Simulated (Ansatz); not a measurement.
Species: GaH, charge 0, multiplicity 1. SMILES: [GaH]
Geometry: optimised at B3LYP-D3(BJ)/def2-TZVP (Ansatz, a program for electronic structure).

Wanted: vertical electron affinity (to the doublet state of charge -1; a negative value means that the extra electron is unbound and the number depends on the basis; each state is the SCF solution reached for its spin), in eV. Cores are frozen in the correlated levels unless marked. Open shells are spin-unrestricted. Spin-orbit coupling is left out. Frozen are the shells of the preceding noble gas and the d and f shells that filled before the atom's block. No relativistic terms. Anions need diffuse functions: aug- sets have them; def2-D sets add few. CBS(X,Y): correlation extrapolated as X^-3; Hartree-Fock from the larger set.

```tsv
level	program	vertical electron affinity (eV)
PBE/def2-TZVPD	Ansatz	-0.10
PBE0/def2-TZVPD	Ansatz	-0.07
wB97X-V/def2-TZVPD	Ansatz	-0.21
CCSD(T)/CBS(aug-cc-pVTZ,aug-cc-pVQZ)	Ansatz	…
```

### Question
Complete the blanks.

### Answer

- CCSD(T)/CBS(aug-cc-pVTZ,aug-cc-pVQZ), vertical electron affinity (eV): 0.13
